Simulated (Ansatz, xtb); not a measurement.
Relative energy of two isomers of CH7BrGeSi

Structure X: `C[SiH2][GeH2][Br]`, a singlet. Structure Y: `C[Si@@H]([GeH3])Br`, a singlet. Both are isolated molecules in the gas phase, relaxed with B3LYP/def2-SVP, each in the lowest conformer that the search found.

X (Å):

```xyz
11

C     0.0556   -2.1218   -0.6828
Br   -2.4283    1.0888   -1.6189
Ge   -0.2105    0.9488   -2.4161
Si    0.9707   -0.4852   -0.8907
H     0.0218   -2.6798   -1.6317
H     0.5573   -2.7512    0.0695
H    -0.9790   -1.9409   -0.3520
H     2.3488   -0.6957   -1.4319
H     1.0814    0.2452    0.4061
H    -0.3240    0.4009   -3.8568
H     0.3079    2.4023   -2.4796
```

Y (Å):

```yaml
atoms:
  - { symbol: C, position_ang: [-0.8385, -2.7772, 0.0250] }
  - { symbol: Br, position_ang: [1.3787, -1.3192, 2.1255] }
  - { symbol: Ge, position_ang: [-2.2319, -0.2558, 2.1558] }
  - { symbol: Si, position_ang: [-0.4459, -1.1061, 0.7976] }
  - { symbol: H, position_ang: [-1.0790, -3.5232, 0.7979] }
  - { symbol: H, position_ang: [-1.7033, -2.6853, -0.6534] }
  - { symbol: H, position_ang: [0.0218, -3.1446, -0.5565] }
  - { symbol: H, position_ang: [-0.0839, -0.1199, -0.2611] }
  - { symbol: H, position_ang: [-1.8439, 1.1014, 2.7763] }
  - { symbol: H, position_ang: [-2.5525, -1.2482, 3.2936] }
  - { symbol: H, position_ang: [-3.5121, -0.0593, 1.3100] }
```

Quicker runs give these differences E(Y) − E(X): GFN2-xTB +8.2 kcal/mol; HF/STO-3G −4.5 kcal/mol (at GFN2-xTB geometries); r2SCAN-D4/def2-SVP −2.8 kcal/mol (at GFN2-xTB geometries).

Problem. Which of the two would you expect CCSD(T)/def2-SVP + ΔMP2/def2-TZVPP electronic energies to favour?

Solution. Structure Y; the calculation gives E(Y) − E(X) = −3.1 kcal/mol.

The same difference at several levels:

| level | geometry | E(Y) − E(X) (kcal/mol) | departure from the last row (kcal/mol) | job, with rough time for the two |
| --- | --- | --- | --- | --- |
| GFN2-xTB | GFN2-xTB | +8.2 | +11.3 | optimisation, 0.15 s |
| HF/STO-3G | GFN2-xTB | −4.5 | −1.4 | single point, 0.56 s |
| r2SCAN-D4/def2-SVP | GFN2-xTB | −2.8 | +0.3 | single point, 2.9 s |
| B3LYP/def2-SVP | B3LYP/def2-SVP | −1.7 | +1.4 | optimisation, 41 s |
| HF/def2-SVP | B3LYP/def2-SVP | −1.2 | +1.9 | part of the CCSD(T) run |
| MP2/def2-SVP | B3LYP/def2-SVP | −2.9 | +0.3 | part of the CCSD(T) run |
| CCSD(T)/def2-SVP | B3LYP/def2-SVP | −2.4 | +0.7 | single point |
| CCSD(T)/def2-SVP + ΔMP2/def2-TZVPP | B3LYP/def2-SVP | −3.1 |  | single point, 41 s |

As drawn, Y has 1 Br–Si, 1 Ge–H in place of 1 Br–Ge, 1 Si–H.

GFN2-xTB puts the two in the other order. The largest departure from CCSD(T)/def2-SVP + ΔMP2/def2-TZVPP is that of GFN2-xTB, 11.3 kcal/mol. The last row adds to CCSD(T) the change of the MP2 difference between the two basis sets, here −0.7 kcal/mol.

With thermal terms from frequencies at re-optimised GFN2-xTB minima (ideal gas, soft modes damped towards free rotors, one conformer each, 298.15 K, 1 atm): on the last row, ΔE + ΔZPE = −2.6, ΔH = −2.5, ΔG = −3.0 kcal/mol.

The correlated steps freeze 24 core orbitals; the filled d shell of Br and Ge is correlated, in a basis made for valence electrons. Mirror images aren't counted in ΔG. Run with Ansatz 0.2.0, xtb 6.7.1; the last row on 2 threads of Intel(R) Xeon(R) 6975P-C (Granite Rapids) on a shared host.
